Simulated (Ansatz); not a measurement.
Z-matrix (Å, degrees):
```
C
O 1 1.3792
H 2 0.9761 1 107.44
O 1 1.3794 2 112.57 3 -146.22
H 4 0.9761 1 107.43 2 -17.53
O 1 1.3795 2 112.53 3 -17.70
H 6 0.9760 1 107.43 2 -146.87
```
Charge 0, spin multiplicity 2.

Computed with frozen-core CCSD(T)/cc-pVTZ // PBE-D3(BJ)/def2-TZVP (Ansatz, a program for electronic structure).

- HF energy = -264.26172 Ha
- MP2 correlation energy = -0.85959 Ha

Estimate the CCSD correlation energy, the (T) correction, the total energy and the T1 diagnostic.


The CCSD correlation energy comes out as -0.87133 Ha and the (T) correction is -0.03280 Ha. The CCSD(T) total energy is -265.16585 Ha and the T1 diagnostic is 0.015.
